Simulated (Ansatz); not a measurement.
A short molecular-dynamics run on CH4O4W (`C[O][W](=[O])(=[O])[OH]`).

```yaml
crystal:
  periodic: [false, false, false]
  atoms:
    - {symbol: C, position_ang: [-0.218020, -1.566015, 1.149425]}
    - {symbol: O, position_ang: [0.322581, -0.437491, 0.507317]}
    - {symbol: W, position_ang: [-0.074907, 0.876427, -0.740186]}
    - {symbol: O, position_ang: [-0.476535, 0.160852, -2.236852]}
    - {symbol: O, position_ang: [-1.450366, 1.757493, -0.245057]}
    - {symbol: O, position_ang: [1.416127, 2.010830, -0.920553]}
    - {symbol: H, position_ang: [-1.109594, -1.287500, 1.716666]}
    - {symbol: H, position_ang: [-0.477445, -2.331571, 0.413995]}
    - {symbol: H, position_ang: [0.533751, -1.964115, 1.833272]}
    - {symbol: H, position_ang: [1.534387, 2.781111, -1.478019]}
basis:
  gaussian: {orbitals: def2-SVP}
hamiltonian: {xc: {name: PBE}, dispersion: d3bjatm}
md: {timestep: 0.5 fs, n_steps: 50, ensemble: nvt_langevin, temperature: 500, initial_velocities: maxwell_boltzmann, friction: 0.01, seed: 949}
```

```sh
$ ansatz run in.yaml --threads 8 --pin off --events-out ev --progress --plain --max-ram 18278MiB
```

```json
{"step": "0", "time (fs)": "0.0", "potential energy (eV)": "-11105.7063", "kinetic (eV)": "0.5817", "T (K)": "450", "conserved (eV)": "–"}
{"step": "1", "time (fs)": "0.5", "potential energy (eV)": "-11105.6728", "kinetic (eV)": "0.5083", "T (K)": "393", "conserved (eV)": "–"}
{"step": "2", "time (fs)": "1.0", "potential energy (eV)": "-11105.6245", "kinetic (eV)": "0.4719", "T (K)": "365", "conserved (eV)": "–"}
{"step": "3", "time (fs)": "1.5", "potential energy (eV)": "-11105.5816", "kinetic (eV)": "0.4135", "T (K)": "320", "conserved (eV)": "–"}
{"step": "4", "time (fs)": "2.0", "potential energy (eV)": "-11105.5636", "kinetic (eV)": "0.3889", "T (K)": "301", "conserved (eV)": "–"}
{"step": "5", "time (fs)": "2.5", "potential energy (eV)": "-11105.5728", "kinetic (eV)": "0.4032", "T (K)": "312", "conserved (eV)": "–"}
{"step": "6", "time (fs)": "3.0", "potential energy (eV)": "-11105.5895", "kinetic (eV)": "0.4229", "T (K)": "327", "conserved (eV)": "–"}
{"step": "7", "time (fs)": "3.5", "potential energy (eV)": "-11105.6011", "kinetic (eV)": "0.4268", "T (K)": "330", "conserved (eV)": "–"}
{"step": "8", "time (fs)": "4.0", "potential energy (eV)": "-11105.5958", "kinetic (eV)": "0.4203", "T (K)": "325", "conserved (eV)": "–"}
{"step": "9", "time (fs)": "4.5", "potential energy (eV)": "-11105.5716", "kinetic (eV)": "0.3883", "T (K)": "300", "conserved (eV)": "–"}
{"step": "10", "time (fs)": "5.0", "potential energy (eV)": "-11105.5372", "kinetic (eV)": "0.3573", "T (K)": "276", "conserved (eV)": "–"}
{"step": "11", "time (fs)": "5.5", "potential energy (eV)": "-11105.4975", "kinetic (eV)": "0.3267", "T (K)": "253", "conserved (eV)": "–"}
{"step": "12", "time (fs)": "6.0", "potential energy (eV)": "-11105.4597", "kinetic (eV)": "0.3019", "T (K)": "234", "conserved (eV)": "–"}
{"step": "13", "time (fs)": "6.5", "potential energy (eV)": "-11105.4357", "kinetic (eV)": "0.2916", "T (K)": "226", "conserved (eV)": "–"}
{"step": "14", "time (fs)": "7.0", "potential energy (eV)": "-11105.4341", "kinetic (eV)": "0.2832", "T (K)": "219", "conserved (eV)": "–"}
{"step": "15", "time (fs)": "7.5", "potential energy (eV)": "-11105.4544", "kinetic (eV)": "0.3090", "T (K)": "239", "conserved (eV)": "–"}
{"step": "16", "time (fs)": "8.0", "potential energy (eV)": "-11105.4858", "kinetic (eV)": "0.3732", "T (K)": "289", "conserved (eV)": "–"}
{"step": "17", "time (fs)": "8.5", "potential energy (eV)": "-11105.5162", "kinetic (eV)": "0.3903", "T (K)": "302", "conserved (eV)": "–"}
{"step": "18", "time (fs)": "9.0", "potential energy (eV)": "-11105.5375", "kinetic (eV)": "0.4314", "T (K)": "334", "conserved (eV)": "–"}
{"step": "19", "time (fs)": "9.5", "potential energy (eV)": "-11105.5427", "kinetic (eV)": "0.4626", "T (K)": "358", "conserved (eV)": "–"}
{"step": "20", "time (fs)": "10.0", "potential energy (eV)": "-11105.5320", "kinetic (eV)": "0.4684", "T (K)": "362", "conserved (eV)": "–"}
{"step": "21", "time (fs)": "10.5", "potential energy (eV)": "-11105.5140", "kinetic (eV)": "0.4427", "T (K)": "342", "conserved (eV)": "–"}
{"step": "22", "time (fs)": "11.0", "potential energy (eV)": "-11105.5002", "kinetic (eV)": "0.4211", "T (K)": "326", "conserved (eV)": "–"}
{"step": "23", "time (fs)": "11.5", "potential energy (eV)": "-11105.4998", "kinetic (eV)": "0.4392", "T (K)": "340", "conserved (eV)": "–"}
{"step": "24", "time (fs)": "12.0", "potential energy (eV)": "-11105.5103", "kinetic (eV)": "0.4490", "T (K)": "347", "conserved (eV)": "–"}
{"step": "25", "time (fs)": "12.5", "potential energy (eV)": "-11105.5203", "kinetic (eV)": "0.4630", "T (K)": "358", "conserved (eV)": "–"}
{"step": "26", "time (fs)": "13.0", "potential energy (eV)": "-11105.5214", "kinetic (eV)": "0.4590", "T (K)": "355", "conserved (eV)": "–"}
{"step": "27", "time (fs)": "13.5", "potential energy (eV)": "-11105.5165", "kinetic (eV)": "0.4175", "T (K)": "323", "conserved (eV)": "–"}
{"step": "28", "time (fs)": "14.0", "potential energy (eV)": "-11105.5119", "kinetic (eV)": "0.4161", "T (K)": "322", "conserved (eV)": "–"}
{"step": "29", "time (fs)": "14.5", "potential energy (eV)": "-11105.5082", "kinetic (eV)": "0.4368", "T (K)": "338", "conserved (eV)": "–"}
{"step": "30", "time (fs)": "15.0", "potential energy (eV)": "-11105.5046", "kinetic (eV)": "0.4372", "T (K)": "338", "conserved (eV)": "–"}
{"step": "31", "time (fs)": "15.5", "potential energy (eV)": "-11105.5014", "kinetic (eV)": "0.4267", "T (K)": "330", "conserved (eV)": "–"}
{"step": "32", "time (fs)": "16.0", "potential energy (eV)": "-11105.5001", "kinetic (eV)": "0.4080", "T (K)": "316", "conserved (eV)": "–"}
{"step": "33", "time (fs)": "16.5", "potential energy (eV)": "-11105.4985", "kinetic (eV)": "0.4006", "T (K)": "310", "conserved (eV)": "–"}
{"step": "34", "time (fs)": "17.0", "potential energy (eV)": "-11105.4925", "kinetic (eV)": "0.4050", "T (K)": "313", "conserved (eV)": "–"}
{"step": "35", "time (fs)": "17.5", "potential energy (eV)": "-11105.4791", "kinetic (eV)": "0.3962", "T (K)": "307", "conserved (eV)": "–"}
{"step": "36", "time (fs)": "18.0", "potential energy (eV)": "-11105.4612", "kinetic (eV)": "0.3764", "T (K)": "291", "conserved (eV)": "–"}
{"step": "37", "time (fs)": "18.5", "potential energy (eV)": "-11105.4450", "kinetic (eV)": "0.3709", "T (K)": "287", "conserved (eV)": "–"}
{"step": "38", "time (fs)": "19.0", "potential energy (eV)": "-11105.4409", "kinetic (eV)": "0.3873", "T (K)": "300", "conserved (eV)": "–"}
{"step": "39", "time (fs)": "19.5", "potential energy (eV)": "-11105.4608", "kinetic (eV)": "0.3954", "T (K)": "306", "conserved (eV)": "–"}
{"step": "40", "time (fs)": "20.0", "potential energy (eV)": "-11105.5006", "kinetic (eV)": "0.4136", "T (K)": "320", "conserved (eV)": "–"}
{"step": "41", "time (fs)": "20.5", "potential energy (eV)": "-11105.5431", "kinetic (eV)": "0.4474", "T (K)": "346", "conserved (eV)": "–"}
{"step": "42", "time (fs)": "21.0", "potential energy (eV)": "-11105.5715", "kinetic (eV)": "0.4515", "T (K)": "349", "conserved (eV)": "–"}
{"step": "43", "time (fs)": "21.5", "potential energy (eV)": "-11105.5772", "kinetic (eV)": "0.4759", "T (K)": "368", "conserved (eV)": "–"}
{"step": "44", "time (fs)": "22.0", "potential energy (eV)": "-11105.5601", "kinetic (eV)": "0.4538", "T (K)": "351", "conserved (eV)": "–"}
{"step": "45", "time (fs)": "22.5", "potential energy (eV)": "-11105.5278", "kinetic (eV)": "0.4159", "T (K)": "322", "conserved (eV)": "–"}
{"step": "46", "time (fs)": "23.0", "potential energy (eV)": "-11105.4929", "kinetic (eV)": "0.3496", "T (K)": "270", "conserved (eV)": "–"}
{"step": "47", "time (fs)": "23.5", "potential energy (eV)": "-11105.4702", "kinetic (eV)": "0.3703", "T (K)": "287", "conserved (eV)": "–"}
{"step": "48", "time (fs)": "24.0", "potential energy (eV)": "-11105.4692", "kinetic (eV)": "0.3598", "T (K)": "278", "conserved (eV)": "–"}
{"step": "49", "time (fs)": "24.5", "potential energy (eV)": "-11105.4941", "kinetic (eV)": "0.3894", "T (K)": "301", "conserved (eV)": "–"}
{"step": "50", "time (fs)": "25.0", "potential energy (eV)": "-11105.5371", "kinetic (eV)": "0.4733", "T (K)": "366", "conserved (eV)": "–"}
```

Velocities are drawn at the set temperature; a run this short doesn't reach equilibrium.

Frames (Å, forces in eV/Å):

```xyz
10
time=0.0 fs
C    -0.218   -1.566    1.149    0.159    0.326   -0.185
O     0.323   -0.437    0.507    0.223   -0.354    0.392
W    -0.075    0.876   -0.740    0.974    0.071    0.419
O    -0.477    0.161   -2.237   -0.408   -0.556   -1.208
O    -1.450    1.757   -0.245   -1.164    0.683    0.338
O     1.416    2.011   -0.921    0.360   -0.178    0.317
H    -1.110   -1.288    1.717   -0.502    0.096    0.339
H    -0.477   -2.332    0.414   -0.161   -0.467   -0.364
H     0.534   -1.964    1.833    0.379   -0.259    0.392
H     1.534    2.781   -1.478    0.140    0.637   -0.441
10
time=1.5 fs
C    -0.227   -1.570    1.138   -1.322    1.473    0.504
O     0.325   -0.435    0.513    0.000   -0.468    0.247
W    -0.075    0.876   -0.739    1.805    0.040   -0.121
O    -0.478    0.156   -2.238   -0.360   -0.469   -0.963
O    -1.443    1.751   -0.252   -1.661    0.963    0.528
O     1.419    2.031   -0.931   -0.286   -2.176    1.647
H    -1.141   -1.288    1.753    0.507   -0.156   -0.447
H    -0.501   -2.342    0.436   -0.203   -0.699   -0.787
H     0.513   -1.923    1.814    1.112   -0.820    1.086
H     1.543    2.767   -1.475    0.410    2.311   -1.692
10
time=3.0 fs
C    -0.237   -1.572    1.131   -1.506    1.361    1.169
O     0.327   -0.433    0.519   -0.221   -0.614    0.113
W    -0.075    0.875   -0.738    2.369    0.121   -0.594
O    -0.478    0.152   -2.240   -0.315   -0.381   -0.716
O    -1.439    1.747   -0.256   -1.950    1.112    0.636
O     1.423    2.048   -0.941   -0.331   -1.114    0.779
H    -1.161   -1.289    1.780    1.006   -0.240   -0.878
H    -0.536   -2.371    0.450    0.002   -0.319   -0.645
H     0.518   -1.899    1.816    0.813   -0.862    0.858
H     1.561    2.798   -1.507    0.133    0.936   -0.723
10
time=4.5 fs
C    -0.249   -1.571    1.123   -0.493    0.328    1.771
O     0.329   -0.431    0.526   -0.397   -0.696   -0.035
W    -0.074    0.875   -0.737    2.624    0.373   -0.893
O    -0.478    0.148   -2.242   -0.278   -0.310   -0.507
O    -1.439    1.744   -0.256   -1.947    1.079    0.635
O     1.428    2.064   -0.949   -0.181    0.585   -0.610
H    -1.158   -1.294    1.787    0.893   -0.156   -0.886
H    -0.564   -2.409    0.452    0.336    0.432   -0.183
H     0.544   -1.889    1.837   -0.244   -0.573   -0.059
H     1.580    2.848   -1.554   -0.311   -1.063    0.766
10
time=6.0 fs
C    -0.261   -1.569    1.119    0.966   -0.732    1.852
O     0.329   -0.428    0.533   -0.504   -0.718   -0.134
W    -0.072    0.874   -0.737    2.581    0.729   -1.068
O    -0.479    0.144   -2.243   -0.222   -0.232   -0.288
O    -1.443    1.744   -0.255   -1.689    0.895    0.546
O     1.435    2.080   -0.954   -0.225    1.209   -1.230
H    -1.136   -1.304    1.778    0.218    0.083   -0.471
H    -0.576   -2.438    0.445    0.539    1.001    0.168
H     0.569   -1.894    1.860   -1.130   -0.277   -0.840
H     1.593    2.882   -1.587   -0.535   -1.959    1.465
10
time=7.5 fs
C    -0.272   -1.567    1.116    2.098   -1.315    1.378
O     0.328   -0.427    0.541   -0.506   -0.591   -0.294
W    -0.070    0.872   -0.737    2.322    1.075   -1.095
O    -0.480    0.139   -2.245   -0.153   -0.144   -0.068
O    -1.449    1.745   -0.253   -1.246    0.607    0.393
O     1.440    2.097   -0.960   -0.537    0.533   -0.849
H    -1.112   -1.307    1.759   -0.728    0.345    0.175
H    -0.578   -2.448    0.440    0.535    1.170    0.242
H     0.566   -1.905    1.863   -1.326   -0.171   -1.017
H     1.595    2.876   -1.594   -0.459   -1.510    1.135
10
time=9.0 fs
C    -0.282   -1.567    1.112    2.404   -1.118    0.861
O     0.326   -0.428    0.550   -0.409   -0.246   -0.547
W    -0.066    0.871   -0.737    1.871    1.364   -0.995
O    -0.481    0.134   -2.246   -0.065   -0.033    0.184
O    -1.456    1.748   -0.250   -0.650    0.232    0.189
O     1.444    2.113   -0.966   -1.098   -1.432    0.629
H    -1.101   -1.299    1.743   -1.374    0.458    0.617
H    -0.564   -2.427    0.434    0.268    0.784   -0.053
H     0.533   -1.920    1.836   -0.856   -0.279   -0.568
H     1.587    2.846   -1.575   -0.093    0.270   -0.317
10
time=10.5 fs
C    -0.289   -1.569    1.110    1.357   -0.006    0.815
O     0.324   -0.433    0.560   -0.203    0.273   -0.879
W    -0.063    0.870   -0.738    1.388    1.517   -0.700
O    -0.481    0.127   -2.247    0.002    0.058    0.352
O    -1.464    1.752   -0.247   -0.059   -0.137   -0.024
O     1.445    2.127   -0.970   -1.581   -3.435    2.202
H    -1.118   -1.278    1.732   -1.138    0.229    0.436
H    -0.544   -2.387    0.431   -0.194   -0.062   -0.732
H     0.481   -1.942    1.795    0.155   -0.586    0.414
H     1.576    2.828   -1.556    0.273    2.148   -1.884
10
time=12.0 fs
C    -0.295   -1.571    1.110   -0.284    1.318    0.995
O     0.323   -0.439    0.571    0.013    0.714   -1.112
W    -0.059    0.869   -0.739    0.863    1.579   -0.385
O    -0.482    0.121   -2.246    0.061    0.141    0.486
O    -1.472    1.755   -0.242    0.481   -0.471   -0.223
O     1.442    2.136   -0.971   -1.421   -2.588    1.453
H    -1.156   -1.248    1.730   -0.286   -0.250   -0.138
H    -0.524   -2.353    0.421   -0.607   -0.762   -1.320
H     0.434   -1.973    1.765    1.095   -0.912    1.372
H     1.574    2.853   -1.569    0.084    1.232   -1.128
10
time=13.5 fs
C    -0.302   -1.572    1.112   -1.230    1.193    0.668
O     0.321   -0.445    0.579    0.203    0.954   -1.133
W    -0.055    0.869   -0.739    0.274    1.644   -0.127
O    -0.483    0.114   -2.245    0.118    0.211    0.595
O    -1.479    1.759   -0.237    0.991   -0.781   -0.406
O     1.437    2.142   -0.971   -0.944   -0.449   -0.316
H    -1.193   -1.225    1.728    0.371   -0.629   -0.561
H    -0.516   -2.342    0.382   -0.645   -0.386   -0.869
H     0.402   -2.020    1.761    1.212   -0.826    1.497
H     1.583    2.900   -1.603   -0.349   -0.930    0.652
10
time=15.0 fs
C    -0.311   -1.573    1.114   -0.788   -0.068    0.578
O     0.319   -0.448    0.588    0.298    1.039   -1.041
W    -0.051    0.869   -0.740   -0.291    1.711    0.110
O    -0.485    0.107   -2.241    0.173    0.260    0.666
O    -1.487    1.762   -0.233    1.444   -1.045   -0.563
O     1.429    2.148   -0.972   -0.703    0.341   -0.952
H    -1.224   -1.221    1.716    0.636   -0.767   -0.671
H    -0.512   -2.343    0.331   -0.510    0.307    0.000
H     0.396   -2.080    1.781    0.270   -0.063    0.586
H     1.588    2.927   -1.618   -0.529   -1.716    1.286
10
time=16.5 fs
C    -0.322   -1.576    1.116    0.007   -1.162    0.525
O     0.316   -0.450    0.595    0.311    1.021   -0.870
W    -0.047    0.869   -0.739   -0.731    1.710    0.323
O    -0.487    0.100   -2.236    0.220    0.302    0.709
O    -1.493    1.764   -0.231    1.773   -1.229   -0.678
O     1.421    2.155   -0.975   -0.797   -0.299   -0.437
H    -1.249   -1.230    1.697    0.683   -0.751   -0.598
H    -0.512   -2.335    0.283   -0.419    0.666    0.649
H     0.399   -2.145    1.808   -0.676    0.783   -0.367
H     1.575    2.914   -1.609   -0.372   -1.043    0.744
10
time=18.0 fs
C    -0.333   -1.581    1.119    0.603   -1.706    0.066
O     0.314   -0.452    0.599    0.306    0.982   -0.669
W    -0.044    0.870   -0.739   -1.027    1.622    0.532
O    -0.490    0.094   -2.230    0.252    0.312    0.686
O    -1.496    1.762   -0.230    1.944   -1.306   -0.733
O     1.411    2.162   -0.978   -1.126   -2.074    1.058
H    -1.265   -1.251    1.664    0.388   -0.538   -0.291
H    -0.518   -2.313    0.248   -0.357    0.665    0.955
H     0.384   -2.195    1.827   -1.025    1.241   -0.811
H     1.556    2.877   -1.589    0.041    0.804   -0.793
10
time=19.5 fs
C    -0.343   -1.589    1.122    0.964   -1.576   -0.643
O     0.312   -0.452    0.604    0.241    0.889   -0.463
W    -0.041    0.870   -0.738   -1.204    1.521    0.829
O    -0.492    0.091   -2.222    0.235    0.239    0.510
O    -1.497    1.760   -0.230    1.982   -1.304   -0.743
O     1.399    2.168   -0.980   -1.224   -2.940    1.894
H    -1.278   -1.286    1.627   -0.155   -0.181    0.124
H    -0.530   -2.281    0.229   -0.304    0.382    0.901
H     0.345   -2.215    1.828   -0.814    1.194   -0.738
H     1.542    2.854   -1.590    0.278    1.775   -1.671
10
time=21.0 fs
C    -0.352   -1.600    1.122    0.862   -0.561   -1.328
O     0.312   -0.451    0.608    0.125    0.721   -0.289
W    -0.037    0.871   -0.737   -1.439    1.339    1.054
O    -0.494    0.088   -2.214    0.225    0.170    0.344
O    -1.496    1.757   -0.230    1.964   -1.266   -0.727
O     1.385    2.169   -0.978   -0.736   -1.467    0.722
H    -1.286   -1.328    1.598   -0.732    0.206    0.481
H    -0.546   -2.249    0.234   -0.293   -0.160    0.330
H     0.292   -2.204    1.809    0.004    0.538   -0.045
H     1.536    2.862   -1.624    0.021    0.480   -0.542
10
time=22.5 fs
C    -0.357   -1.613    1.120    0.028    1.103   -1.484
O     0.312   -0.449    0.614   -0.002    0.547   -0.152
W    -0.034    0.871   -0.736   -1.672    1.101    1.268
O    -0.497    0.087   -2.207    0.212    0.090    0.167
O    -1.494    1.752   -0.230    1.896   -1.197   -0.692
O     1.368    2.170   -0.976   -0.134    0.208   -0.725
H    -1.308   -1.366    1.579   -0.686    0.395    0.496
H    -0.562   -2.216    0.246   -0.321   -0.921   -0.582
H     0.245   -2.182    1.800    0.979   -0.355    0.849
H     1.528    2.876   -1.670   -0.301   -0.971    0.856
10
time=24.0 fs
C    -0.362   -1.623    1.114   -0.673    2.080   -1.164
O     0.315   -0.446    0.619   -0.170    0.304   -0.059
W    -0.031    0.872   -0.736   -1.791    0.845    1.457
O    -0.498    0.086   -2.199    0.190   -0.003   -0.035
O    -1.489    1.747   -0.232    1.738   -1.078   -0.621
O     1.352    2.174   -0.975    0.203    0.819   -1.257
H    -1.337   -1.394    1.569   -0.226    0.442    0.281
H    -0.579   -2.204    0.249   -0.261   -1.307   -1.092
H     0.217   -2.165    1.811    1.358   -0.750    1.167
H     1.511    2.870   -1.701   -0.369   -1.351    1.323
10
time=25.0 fs
C    -0.366   -1.627    1.108   -0.602    1.820   -0.760
O     0.317   -0.443    0.622   -0.300    0.090   -0.014
W    -0.029    0.872   -0.735   -1.810    0.652    1.559
O    -0.499    0.086   -2.195    0.170   -0.070   -0.177
O    -1.485    1.742   -0.234    1.568   -0.962   -0.555
O     1.340    2.177   -0.974    0.268    0.638   -1.023
H    -1.352   -1.405    1.569    0.071    0.435    0.112
H    -0.592   -2.212    0.237   -0.101   -1.128   -0.834
H     0.218   -2.162    1.831    0.982   -0.481    0.661
H     1.487    2.848   -1.709   -0.248   -0.994    1.031
```

Hardware: 8 threads of an Arm Neoverse V2 on a shared host. Wall time 40 s, peak host memory 0.49 GiB.
